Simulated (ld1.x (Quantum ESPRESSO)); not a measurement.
**Varying the PAW potential for cobalt (Co)**

Base potential:

ld1.x (Quantum ESPRESSO) 7.5 input, shortened:

```
&input
   title='Co', zed=27., rel=2, dft='PBE', iswitch=3,
   config='[Ar] 3d6 4s0 4p0', rel_dist='average'
 /
 &inputp
   pseudotype=3, lpaw=.true., tm=.true., lloc=-1, rcloc=1.05,
   nlcc=.true.,
   which_augfun='BESSEL', rmatch_augfun=0.90
 /
6
3S  1  0   2.00   0.00  1.05  1.15  0.0
4S  2  0   0.00   0.00  1.05  1.15  0.0
3P  2  1   6.00   0.00  1.50  1.60  0.0
4P  3  1   0.00   0.00  1.50  1.60  0.0
3D  3  2   6.00   0.00  1.05  1.20  0.0
3D  3  2   0.00  -2.95  1.05  1.20  0.0
 &test
   configts(1)='3s2 3p6 3d6 4s0 4p0'
 /
```

Open shells are filled in proportion to 2j + 1 (rel_dist='average').

Cutoffs, loose and tight: the cutoffs (Ry, on a coarse ladder) from which the occupation-weighted sum of valence levels, in a spherical-Bessel basis at the reference potential, stays within 10 and 1 mRy of its value at 400 Ry. They do not see the model core or the augmentation charge, which bear on the density cutoff. Test errors are all-electron minus pseudo excitation energies from the reference, over the configurations 3s2 3p6 3d7 4s2 4p0; 3s2 3p6 3d7 4s1 4p0; 3s2 3p6 3d7 4s0 4p0; 3s1 3p6 3d7 4s2 4p0; 3s2 3p5 3d7 4s2 4p0; 3s2 3p6 3d7 4s1.5 4p0; 3s2 3p6 3d7 4s0 4p1. A dash means not determined; rows that change the core or the reference have their own tests. The largest error is taken over the tests solved by every variant that gives reliable tests at all: 3s1 3p6 3d7 4s2 4p0; 3s2 3p5 3d7 4s2 4p0; 3s2 3p6 3d7 4s0 4p0; 3s2 3p6 3d7 4s1 4p0; 3s2 3p6 3d7 4s1.5 4p0; 3s2 3p6 3d7 4s2 4p0.

Cutoffs are not given where the Bessel-basis levels miss the radial ones by over 6 mRy, ghosts where they miss by over 20 mRy; a channel whose overlap is not positive is not tested.

| change | outcome | bound ghosts | largest test error (meV) |
| --- | --- | --- | --- |
| base | generated | not determined | -21 |
| all radii but the core radius scaled by about 0.75 (s 0.86, p 1.20, d 0.90 bohr, rcut 0.78/1.12/0.78); local potential all-electron potential smoothed inside 0.78 bohr (lloc = -1); augmentation BESSEL, radius 0.68 bohr | generated | not determined | -5.1 |
| all radii but the core radius scaled by about 0.84 (s 0.96, p 1.34, d 1.00 bohr, rcut 0.88/1.24/0.88); local potential all-electron potential smoothed inside 0.88 bohr (lloc = -1); augmentation BESSEL, radius 0.74 bohr | generated | not determined | +17 |
| all radii but the core radius scaled by about 0.90 (s 1.04, p 1.44, d 1.08 bohr, rcut 0.94/1.36/0.94); local potential all-electron potential smoothed inside 0.94 bohr (lloc = -1); augmentation BESSEL, radius 0.82 bohr | generated | not determined | test run stopped at test 1 of 7 (negative rho) |
| all radii but the core radius scaled by about 0.97 (s 1.12, p 1.54, d 1.16 bohr, rcut 1.02/1.44/1.02); local potential all-electron potential smoothed inside 1.02 bohr (lloc = -1); augmentation BESSEL, radius 0.86 bohr | generated | not determined | test run stopped at test 1 of 7 (negative rho) |
| all radii but the core radius scaled by about 1.03 (s 1.18, p 1.66, d 1.24 bohr, rcut 1.08/1.54/1.08); local potential all-electron potential smoothed inside 1.08 bohr (lloc = -1); augmentation BESSEL, radius 0.92 bohr | generated | not determined | -5.4 |
| all radii but the core radius scaled by about 1.10 (s 1.26, p 1.76, d 1.32 bohr, rcut 1.16/1.66/1.16); local potential all-electron potential smoothed inside 1.16 bohr (lloc = -1); augmentation BESSEL, radius 1.00 bohr | generated | not determined | -8.3 |
| all radii but the core radius scaled by about 1.16 (s 1.34, p 1.86, d 1.40 bohr, rcut 1.22/1.74/1.22); local potential all-electron potential smoothed inside 1.22 bohr (lloc = -1); augmentation BESSEL, radius 1.04 bohr | generated | not determined | -16 |
| all radii but the core radius scaled by about 1.25 (s 1.44, p 2.00, d 1.50 bohr, rcut 1.32/1.88/1.32); local potential all-electron potential smoothed inside 1.32 bohr (lloc = -1); augmentation BESSEL, radius 1.12 bohr | generated | not determined | -26 |
| all radii but the core radius scaled by about 1.30 (s 1.50, p 2.08, d 1.56 bohr, rcut 1.36/1.94/1.36); local potential all-electron potential smoothed inside 1.36 bohr (lloc = -1); augmentation BESSEL, radius 1.16 bohr | generated | not determined | -30 |
| all radii but the core radius scaled by about 1.37 (s 1.58, p 2.20, d 1.64 bohr, rcut 1.44/2.06/1.44); local potential all-electron potential smoothed inside 1.44 bohr (lloc = -1); augmentation BESSEL, radius 1.24 bohr | generated | not determined | -35 |
